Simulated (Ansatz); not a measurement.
Species: H$_{4}$SiPO, charge 0, doublet. H4SiPO (SMILES O[SiH2][PH], doublet).
B3LYP-D3(BJ)/def2-TZVP minimum from Ansatz (a first-principles code):
```xyz
7

Si    -0.7857    -0.0376    -0.1184
O     -0.8804     1.5787     0.2207
P      1.2993    -0.8900     0.1088
H     -1.6865    -0.6925     0.8505
H     -1.2454    -0.3278    -1.5023
H     -0.3492     2.1862    -0.3001
H      1.8346     0.0817    -0.7881
```
Charge 0, spin multiplicity 2.

Total energies in hartree (Ansatz). Open shells are spin-unrestricted; no spin-orbit coupling. Cores are frozen in correlated methods. No relativity. For partners of very few electrons the exact lower level stands in for a higher one.

```csv
species,HF/cc-pV(T+d)Z,CCSD(T)/cc-pV(T+d)Z,HF/cc-pV(Q+d)Z,CCSD(T)/cc-pV(Q+d)Z,CCSD(T)/cc-pV(D+d)Z,CCSDT(Q)/cc-pV(D+d)Z
"1: H4SiPO (SMILES [PH][SiH2]O, doublet)",-706.95698,-707.51054,-706.97072,-707.56085,-707.33925,-707.34142
2: Si (triplet),-288.85649,-288.93344,-288.85845,-288.93781,-288.91643,-288.91690
3: O (triplet),-74.81176,-74.97396,-74.81729,-74.99357,-74.90995,-74.91013
4: P (quartet),-340.71631,-340.82157,-340.71872,-340.82830,-340.79336,-340.79376
5: H (doublet),-0.49981,-0.49981,-0.49995,-0.49995,-0.49928,-0.49928
```

### Question
Work out the atomisation energy (electronic, to ground-state atoms) in kcal/mol: take Hartree-Fock from cc-pV(Q+d)Z, extrapolate the CCSD(T) correlation energy as X^-3 (X = 3, 4), and add CCSDT(Q) - CCSD(T) in cc-pV(D+d)Z. 1 hartree = 627.51 kcal/mol.

### Answer

Species 1: correlation (64·(-0.59013) - 27·(-0.55356))/37 = -0.61682; step -0.00217; E1 = -706.97072 + (-0.61682) + (-0.00217) = -707.58971
Species 2: correlation (64·(-0.07936) - 27·(-0.07695))/37 = -0.08112; step -0.00047; E2 = -288.85845 + (-0.08112) + (-0.00047) = -288.94004
Species 3: correlation (64·(-0.17628) - 27·(-0.16220))/37 = -0.18655; step -0.00018; E3 = -74.81729 + (-0.18655) + (-0.00018) = -75.00402
Species 4: correlation (64·(-0.10958) - 27·(-0.10526))/37 = -0.11273; step -0.00040; E4 = -340.71872 + (-0.11273) + (-0.00040) = -340.83185
Species 5: correlation (64·(0.00000) - 27·(0.00000))/37 = 0.00000; step +0.00000; E5 = -0.49995 + (0.00000) + (+0.00000) = -0.49995
-1·E1 +1·E2 +1·E3 +1·E4 +4·E5 = 0.81400 hartree = 510.8 kcal/mol.
